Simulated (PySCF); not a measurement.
## Calculated data, AlBFH2N, C2H7FSi, ClF2HSi

Calculation on a computer-drawn molecule: optimised geometry and harmonic frequencies of an isolated molecule of the commonest isotopes, restricted reference for singlets and unrestricted otherwise, frozen core in MP2. Program: PySCF 2.14.0.

Common to all runs: charge 0; multiplicity 1; basis cc-pV(D+d)Z.

```yaml
- entry: 1
  formula: AlBFH2N
  start_structure:
    atoms_angstrom:
      - [F, -1.7569, 3.5473, 0.5266]
      - [B, -2.2147, 2.9471, -0.5982]
      - ["N", -1.4506, 2.0104, -1.2807]
      - [Al, -0.5232, 0.9247, -2.0419]
      - [H, -3.3182, 3.2969, -0.9371]
      - [H, 0.3355, -0.1193, -2.7986]
  given:
    method: MP2
    drawn_bonds_atom: [1, 2, 3, 2, 4]
    drawn_bonds_other_atom: [2, 3, 4, 5, 6]
    drawn_bonds_order: [1, 1, 2, 1, 1]
  results:
    optimised_atom_element: [F, B, "N", Al, H, H]
    "optimised_atom_x [angstrom]": [-1.711, -2.238, -1.529, -0.4742, -3.347, 0.3709]
    "optimised_atom_y [angstrom]": [3.524, 2.962, 2.004, 0.9151, 3.337, -0.1353]
    "optimised_atom_z [angstrom]": [0.5292, -0.5952, -1.347, -2.019, -0.9045, -2.794]
    "modes_frequency [cm^-1]": [38.55, 104.7, 368.6, 430.3, 486.1, 783.9, 920.4, 1098, 1206, 1509, 2079, 2647]
    "modes_reduced_mass [dalton]": [11.88, 3.506, 1.231, 1.14, 5.5, 5.686, 1.671, 1.769, 2.524, 9.934, 1.053, 1.092]
    "rotational_constants [GHz]": [37.27, 2.579, 2.412]
    "total_energy [hartree]": -422.2076
    "convergence_status_largest_gradient_component [hartree/bohr]": 7.764e-06
- entry: 2
  formula: C2H7FSi
  start_structure:
    atoms_angstrom:
      - [C, -0.982, -1.3091, -0.0331]
      - [Si, 0.5089, -0.177, -0.2043]
      - [C, 1.0934, 0.5726, 1.4747]
      - [F, 1.7819, -1.0164, -0.8061]
      - [H, -1.17, -1.7187, -0.9714]
      - [H, -0.735, -2.0995, 0.6394]
      - [H, -1.8284, -0.7936, 0.2918]
      - [H, 0.3784, 0.85, -1.2073]
      - [H, 1.3266, -0.1945, 2.1622]
      - [H, 1.9931, 1.1263, 1.3352]
      - [H, 0.3247, 1.1907, 1.8885]
  given:
    method: HF
    drawn_bonds_atom: [1, 2, 2, 1, 1, 1, 2, 3, 3, 3]
    drawn_bonds_other_atom: [2, 3, 4, 5, 6, 7, 8, 9, 10, 11]
    drawn_bonds_order: [1, 1, 1, 1, 1, 1, 1, 1, 1, 1]
  results:
    optimised_atom_element: [C, Si, C, F, H, H, H, H, H, H, H]
    "optimised_atom_x [angstrom]": [-0.9286, 0.5545, 1.089, 1.787, -1.185, -0.7359, -1.799, 0.3094, 1.313, 1.986, 0.3008]
    "optimised_atom_y [angstrom]": [-1.295, -0.1762, 0.5488, -1.062, -1.734, -2.11, -0.7365, 0.8904, -0.2388, 1.163, 1.182]
    "optimised_atom_z [angstrom]": [-0.04123, -0.1909, 1.44, -0.7673, -1.009, 0.6615, 0.3173, -1.185, 2.166, 1.319, 1.859]
    "modes_frequency [cm^-1]": [149.5, 166.7, 212.7, 259.1, 288.1, 662.4, 668.8, 740.7, 801.9, 828.9, 858.3, 919.6, 986.8, 994.5, 1396, 1400, 1544, 1547, 1551, 1558, 2321, 3166, 3168, 3245, 3248, 3256, 3256]
    "modes_reduced_mass [dalton]": [1.019, 1.056, 2.419, 3.897, 2.865, 1.078, 3.1, 1.911, 1.41, 1.843, 2.887, 1.517, 1.26, 1.611, 1.285, 1.257, 1.051, 1.052, 1.047, 1.047, 1.041, 1.037, 1.036, 1.101, 1.101, 1.102, 1.102]
    "rotational_constants [GHz]": [6.158, 5.422, 3.381]
    "total_energy [hartree]": -468.2805
    "convergence_status_largest_gradient_component [hartree/bohr]": 2.542e-05
- entry: 3
  formula: ClF2HSi
  start_structure:
    atoms_angstrom:
      - [F, -2.7684, 0.1377, 0.95]
      - [Si, -2.2899, -0.8533, -0.197]
      - [F, -2.3274, -0.0432, -1.564]
      - [Cl, -3.5895, -2.4003, -0.3136]
      - [H, -0.9369, -1.3031, 0.0728]
  given:
    method: MP2
    drawn_bonds_atom: [1, 2, 2, 2]
    drawn_bonds_other_atom: [2, 3, 4, 5]
    drawn_bonds_order: [1, 1, 1, 1]
  results:
    optimised_atom_element: [F, Si, F, Cl, H]
    "optimised_atom_x [angstrom]": [-2.77, -2.295, -2.322, -3.587, -0.9381]
    "optimised_atom_y [angstrom]": [0.1474, -0.853, -0.03668, -2.41, -1.31]
    "optimised_atom_z [angstrom]": [0.9717, -0.1979, -1.586, -0.3124, 0.07305]
    "modes_frequency [cm^-1]": [228.8, 272.6, 360.1, 589.3, 839.4, 845.7, 891.5, 971.7, 2406]
    "modes_reduced_mass [dalton]": [18.32, 15.11, 17.76, 11.54, 1.722, 1.204, 2.757, 7.021, 1.043]
    "rotational_constants [GHz]": [6.772, 3.431, 2.509]
    "total_energy [hartree]": -948.6928
    "convergence_status_largest_gradient_component [hartree/bohr]": 3.111e-05
```
